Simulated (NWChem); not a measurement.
Species: SiH2Cl2; SMILES Cl[SiH2]Cl

Computed with NWChem. Pople sets run with spherical d functions. Medium grid unless said otherwise, to which SCAN and Minnesota functionals are sensitive. Coordinates come from a PBE0/def2-SVP optimisation. Hybrids' shares of exact exchange are those that their runs print; pure functionals count as 0. The functionals differ in more than this share.

```
row               share of exact exchange  highest occupied level (eV)
----------------  -----------------------  ---------------------------
PBE/6-31G*                           0.00                        -7.74
OLYP/6-31G*                          0.00                        -7.64
B3LYP/6-31G*                         0.20                        -8.87
B3PW91/6-31G*                        0.20                        -8.94
B97-2/6-31G*                         0.21                        -8.92
BHandHLYP/6-31G*                     0.50                       -10.41
M05-2X/6-31G*                        0.56                     withheld
```

**Question.** Fit a straight line of the last column on the one before it, predict the withheld value, and compare with the run.

**Answer.** 
1. Means of the 6 shown rows: x = 0.185, y = -8.753. Slope Σ(x − x̄)(y − ȳ)/Σ(x − x̄)² = -0.9240/0.1688 = -5.476; intercept -7.740.
2. The shown rows scatter about the line by 0.068 (root mean square); the largest residual is -0.10, at B3PW91/6-31G*.
3. At x = 0.56 (M05-2X/6-31G*; beyond the shown range) the line gives -10.81.
4. The run gives -10.48, +0.33 from the line, 4.9 times the scatter.
